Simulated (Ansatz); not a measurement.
`C[Te][SiH](O)F` and `O[SiH](F)[NH][GeH3]` differ in one atom or group.

Ansatz, PBE0-D4/def2-TZVP geometries, multiplicity 1. Each molecule was computed in one conformer, which needn't be the lowest.

Elements past krypton have def2 core potentials. Scalar relativity is left out up to krypton.

```csv
property,`C[Te][SiH](O)F`
LUMO energy (ωB97M-V/def2-TZVPP) / eV,0.87
size of the dipole moment (B3LYP/def2-TZVPP) / D,2.22
LUMO energy (PBE0/def2-TZVPP) / eV,-0.91
HOMO–LUMO gap (PBE/def2-TZVPP) / eV,3.70
HOMO energy (B3LYP/def2-TZVPP) / eV,-6.25
HOMO–LUMO gap (ωB97M-V/def2-TZVPP) / eV,9.41
```

**Question.** What does the change do to each property? (An estimate is asked.)

**Answer.** The calculation gave: 
| property | `O[SiH](F)[NH][GeH3]` | shift |
| --- | --- | --- |
| LUMO energy (ωB97M-V/def2-TZVPP) / eV | 1.78 | 0.91 |
| size of the dipole moment (B3LYP/def2-TZVPP) / D | 2.27 | 0.05 |
| LUMO energy (PBE0/def2-TZVPP) / eV | 0.18 | 1.09 |
| HOMO–LUMO gap (PBE/def2-TZVPP) / eV | 5.70 | 2.00 |
| HOMO energy (B3LYP/def2-TZVPP) / eV | -7.50 | -1.25 |
| HOMO–LUMO gap (ωB97M-V/def2-TZVPP) / eV | 11.83 | 2.42 |

With PBE0 the HOMO falls by 1.27 eV and the LUMO rises by 1.09 eV, so the gap widens by about 2.36 eV. PBE moves the HOMO by -0.93 eV and ωB97M-V by -1.50 eV. Dipoles are sizes alone; their direction can turn.

B3LYP here is the variant with VWN-RPA as its local correlation; programs differ in this.

Spin–orbit coupling is left out; it splits and shifts lone-pair levels of the heavy atoms by tenths of an eV.
